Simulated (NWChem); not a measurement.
Molecule: BI$_{3}$; SMILES IB(I)I

All runs: NWChem. The geometry was optimised at PBE0/def2-SVP. def2 effective core potentials on I; no spin-orbit coupling. Level B3LYP/def2-SVP: energy and gradient on several grids; changes count from the extra-fine grid, which is no exact limit either.

Problem. Which is the coarsest grid (xfine; fine; medium; coarse; xcoarse) from which on the energy stays within 50 μHa and each gradient component within 100 μHa/bohr of xfine?

Solution. medium.
```tsv
grid	size of the energy change (μHa)	largest change of a gradient component (μHa/bohr)
xcoarse	800	3000
coarse	30	500
medium	< 10	30
fine	< 10	< 30
xfine	< 10	< 30
```
